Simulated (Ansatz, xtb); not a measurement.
**C4H5BrO2S: which of two isomers lies lower**

Structure I: `C[S@](=O)/C=C(/Br)C=O`, a singlet. Structure II: `CS/C(Br)=C\OC=O`, a singlet. Both are isolated molecules in the gas phase, relaxed with r2SCAN-D4/def2-SVP; the shapes shown needn't be the lowest conformers.

I (Å):

```json
{"atom": "C", "x (Å)": "0.4567", "y (Å)": "2.6150", "z (Å)": "0.7827"}
{"atom": "C", "x (Å)": "2.1078", "y (Å)": "0.4511", "z (Å)": "0.4967"}
{"atom": "C", "x (Å)": "1.5004", "y (Å)": "-0.7536", "z (Å)": "0.5001"}
{"atom": "C", "x (Å)": "0.3574", "y (Å)": "-1.0543", "z (Å)": "1.3869"}
{"atom": "Br", "x (Å)": "2.0901", "y (Å)": "-2.1854", "z (Å)": "-0.6015"}
{"atom": "O", "x (Å)": "3.0099", "y (Å)": "2.6673", "z (Å)": "1.5864"}
{"atom": "O", "x (Å)": "-0.1989", "y (Å)": "-0.1746", "z (Å)": "2.0136"}
{"atom": "S", "x (Å)": "1.8052", "y (Å)": "1.7771", "z (Å)": "1.7049"}
{"atom": "H", "x (Å)": "-0.4270", "y (Å)": "1.9669", "z (Å)": "0.7366"}
{"atom": "H", "x (Å)": "0.2477", "y (Å)": "3.5255", "z (Å)": "1.3622"}
{"atom": "H", "x (Å)": "0.8414", "y (Å)": "2.8806", "z (Å)": "-0.2112"}
{"atom": "H", "x (Å)": "2.9934", "y (Å)": "0.6779", "z (Å)": "-0.1095"}
{"atom": "H", "x (Å)": "0.0555", "y (Å)": "-2.1272", "z (Å)": "1.4559"}
```

II (Å):

```xyz
13

C    -0.2059   -1.5620    2.6864
C     0.5328   -0.2382    0.3741
C     0.0937    0.6427   -0.5469
C    -1.5787    1.4564   -1.9630
Br    2.3238    0.0045    1.0083
O    -1.1871    0.5501   -1.0259
O    -0.8963    2.3305   -2.4140
S    -0.3739   -1.6405    0.8797
H    -0.6855   -0.6591    3.0905
H     0.8537   -1.5969    2.9781
H    -0.7184   -2.4546    3.0715
H     0.7044    1.4453   -0.9668
H    -2.6321    1.2378   -2.2295
```

Quicker runs give these differences E(II) − E(I): GFN2-xTB −24.9 kcal/mol; HF/STO-3G −130.5 kcal/mol (at GFN2-xTB geometries); r2SCAN-D4/def2-SVP//GFN2-xTB −43.2 kcal/mol.

**Question.** Estimate E(II) − E(I) at the level CCSD(T)/def2-SVP + ΔMP2/def2-TZVPP.

**Answer.** Calculated at CCSD(T)/def2-SVP + ΔMP2/def2-TZVPP: E(II) − E(I) = −26.6 kcal/mol, so structure II lies lower.

The same difference at several levels:

| level | geometry | E(II) − E(I) (kcal/mol) | departure from the last row (kcal/mol) | job, with rough time for the two |
| --- | --- | --- | --- | --- |
| GFN2-xTB | GFN2-xTB | −24.9 | +1.8 | optimisation, 0.48 s |
| HF/STO-3G | GFN2-xTB | −130.5 | −103.9 | single point, 0.76 s |
| r2SCAN-D4/def2-SVP//GFN2-xTB | GFN2-xTB | −43.2 | −16.6 | single point, 5.6 s |
| r2SCAN-D4/def2-SVP | r2SCAN-D4/def2-SVP | −40.4 | −13.7 | optimisation, 83 s |
| HF/def2-SVP | r2SCAN-D4/def2-SVP | −53.2 | −26.6 | part of the CCSD(T) run |
| MP2/def2-SVP | r2SCAN-D4/def2-SVP | −45.9 | −19.3 | part of the CCSD(T) run |
| CCSD(T)/def2-SVP | r2SCAN-D4/def2-SVP | −46.1 | −19.5 | single point |
| CCSD(T)/def2-SVP + ΔMP2/def2-TZVPP | r2SCAN-D4/def2-SVP | −26.6 |  | single point, 3.3 min |

As drawn, II has 2 C–O in place of 1 O=S, 1 C–C.

The levels shown agree on the order. The largest departure from CCSD(T)/def2-SVP + ΔMP2/def2-TZVPP is that of HF/STO-3G, 103.9 kcal/mol. The last row adds to CCSD(T) the change of the MP2 difference between the two basis sets, here +19.5 kcal/mol, a large step that makes the value less sure.

With thermal terms from frequencies at re-optimised GFN2-xTB minima (ideal gas, soft modes damped towards free rotors, one conformer each, 298.15 K, 1 atm): the zero-point term adds +0.7 kcal/mol; ΔH is −25.9 and ΔG −26.4 kcal/mol.

The correlated steps freeze 20 core orbitals; the filled d shell of Br is correlated, in a basis made for valence electrons. Mirror images aren't counted in ΔG. Run with Ansatz 0.2.0, xtb 6.7.1; the last row on 4 threads of Arm Neoverse V1 on a shared host.
